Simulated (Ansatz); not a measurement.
`[BH2][SnH2][CH2]F` + CH₄ → `[BH2][SnH2][CH3]` + `CF`  (formal exchange of groups at the Sn–C bond)

Program: Ansatz. Geometries: PBE0-D4/def2-TZVP. ΔE: electronic, gas phase. CCSD(T)/CBS is the MP2 limit (def2-TZVPP, def2-QZVPP) plus CCSD(T) − MP2 in def2-TZVPP, frozen cores. This one scheme is used for every species. Functionals use def2-TZVPP. B3LYP here is the variant with VWN-RPA as its local correlation; programs differ in this. def2 core potentials past Kr. For Sn outer-core shells are correlated without core-valence functions, which leaves a few kJ/mol of doubt a bond. One conformer a species, not always the lowest.

Q: Is it downhill or uphill in electronic energy at CCSD(T)/CBS, and by how much? (An estimate is asked.)

A: Ansatz gave: Downhill: ΔE = -0.13 eV.

Q: What do these levels give: PBE-D4, ωB97X-V, B2PLYP, PBE, r2SCAN, PBE0, B3LYP, HF/def2-TZVPP, CCSD(T)/def2-TZVPP, MP2/def2-QZVPP, MP2/CBS(def2), CCSD/CBS(def2)? (Best estimate.)

A: The calculation gave: PBE-D4 -0.05, ωB97X-V -0.10, B2PLYP -0.10, PBE -0.06, r2SCAN -0.07, PBE0 -0.10, B3LYP -0.08, HF/def2-TZVPP -0.17, CCSD(T)/def2-TZVPP -0.13, MP2/def2-QZVPP -0.15, MP2/CBS(def2) -0.15, CCSD/CBS(def2) -0.14 eV.

Largest T1 diagnostic among the species: 0.013.

From PBE to PBE0 (25 % exact exchange), in def2-TZVPP and without D4, ΔE moves by −0.05 eV.
